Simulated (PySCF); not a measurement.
## HfS₂, singlet: structure and spectrum

All numbers come from PBE0/[Hf def2-TZVP with ECP60, S def2-TZVP], scalar-relativistic core potentials, density fitting, no spin–orbit coupling, PySCF.

The structure is a minimum.

| Quantity | Value |
| --- | --- |
| Point group | C2v |
| Bond lengths | Hf–S 2.214 Å (×2) |
| Bond angles | S–Hf–S 110.8° |
| Rotational constants | 0.2263, 0.07936, 0.05876 cm⁻¹ |
| Lowest empty level | -3.62 eV |
| Principal quadrupole moments (Buckingham, traceless) about the centre of mass | -16.20, 6.53, 9.68 D Å |
| Enthalpy at 298.15 K above 0 K | 12.79 kJ/mol |
| Rotational symmetry number | 2 |
| Atomisation energy without zero-point energy | 1020 kJ/mol |
| Principal polarisabilities | 55.9, 73.6, 122.4 bohr³ |
| Highest occupied level | -6.42 eV |
| Heat capacity Cp at 298.15 K | 51.7 J/(mol K) |
| Dipole moment | 7.11 D |
| Entropy at 298.15 K and 1 bar | 300.7 J/(mol K) |
| Zero-point energy | 6.9 kJ/mol |

Harmonic modes (masses in u: Hf 179.947, S 31.972):
```
symmetry  ω (cm⁻¹)  IR (km/mol)
      a1       148          1.4
      b2       492          102
      a1       509          7.7
```

In C2v the vibrations span 2a1 + b2. Here b1 is antisymmetric to the molecular plane and b2 lies in it.

Charges (e):
| atom | Mulliken | Löwdin | polar tensor | Mayer order to Hf1 |
| --- | --- | --- | --- | --- |
| Hf1 | 0.85 | 0.05 | 1.33 | – |
| S2,3 | -0.42 | -0.03 | -0.67 | 2.29 |

Mulliken populations on Hf1 (electrons outside its core potential): s 2.46, p 6.32, d 2.31, f 0.06.

Outer orbital energies (eV). occupied: -17.87, -17.48, -8.38, -7.82, -7.66, -7.54, -7.30, -6.42; empty: -3.62, -2.44, -2.41, -1.13.

Formally Hf is in oxidation state +4, d0. A d0 centre has no lone pair, yet it is C2v rather than linear: covalent bonding through the d orbitals favours lower symmetry. The polar-tensor charge on Hf, 1.33, is far below the formal one.

This need not be the most stable arrangement of these atoms. With an element this heavy the missing spin–orbit coupling can shift these numbers.

The final relaxation and frequency run took 16 s on 4 threads of a shared Arm Neoverse V2 host, with 114 basis functions and 8 gradients; the process peaked at 1 GiB.
